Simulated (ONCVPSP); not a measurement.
# lutetium (Lu): one change to an ONCV potential, before and after

lutetium, optimised norm-conserving Vanderbilt (ONCV), made with ONCVPSP 4.0.1 (LDA (Perdew-Zunger), non-relativistic). Core [Kr] 4d10 5s2, reference 4f14 5p6 5d1 6s2. Waves: 6s: rc 3.45 bohr, ncon 3, nbas 6, qcut 1.7 1/bohr, 2 projectors, debl 2.6 Ha; 5p: rc 1.35 bohr, ncon 4, nbas 8, qcut 6.4 1/bohr, 1 projector; 5d: rc 3.45 bohr, ncon 5, nbas 10, qcut 4.4 1/bohr, 1 projector; 4f: rc 0.80 bohr, ncon 4, nbas 8, qcut 17.8 1/bohr, 1 projector. Local part: polynomial inside 0.65 bohr (lpopt 5, dvloc0 4 Ha). Core correction: polynomial model core, fcfact 0.5.

Change: all radii but the core radius scaled by about 1.34 (s 4.62, p 1.80, d 4.62, f 1.08 bohr); local potential polynomial inside 0.88 bohr (lpopt 5, dvloc0 4 Ha).

Cutoffs: the cutoffs (Ha) at which the residual kinetic energy of the hardest occupied pseudo-wave falls to 1 and 0.1 mHa per electron; they do not see the model core or the augmentation charge, which bear on the density cutoff. Errors are all-electron minus pseudo energies relative to the spin-unpolarised reference configuration.

**Question.** What does the change do?

**Answer.** The potential gets softer (258 Ha and 432 Ha → 126 Ha and 138 Ha); both files keep a bound ghost (p, s); the lowest positive-energy flag moves from d at 19.4 eV to s at 53.3 eV; of the 3 tests that both files solve, the error grows in 2 and shrinks in 1 by more than 15 % and 0.3 meV (median size 32.7 → 241.6 meV). A larger radius leaves more room for a smooth pseudo-wave, so fewer plane waves are needed.

```csv
quantity,base,changed
"cutoff, loose",258 Ha,126 Ha
"cutoff, tight",432 Ha,138 Ha
loose cutoff by channel,"s 1.9 Ha, p 32 Ha, d 7.0 Ha, f 258 Ha","s 0.9 Ha, p 15 Ha, d 5.4 Ha, f 126 Ha"
bound ghosts,"s, p","s, p"
GHOST(+) flags under 300 eV,"d at 19.4 eV, s at 81.6 eV",s at 53.3 eV
tests with a reliable result,3 of 4,3 of 4
"error for 4f14 5p6 5d1 6s1, meV [ΔE 6.82 eV]",-2.1,-70
"error for 4f14 5p6 5d1 6s0, meV [ΔE 19.19 eV]",-33,-242
"error for 4f13 5p6 5d2 6s2, meV [ΔE 15.99 eV]",-610,-244
"rms error of d²Exc/dni dnj with the model core, mHa",2.00,2.20
```

 A true bound ghost makes a file unfit for plane-wave use even where its test errors are small: the radial tests pick states by their node count and pass the ghost by.
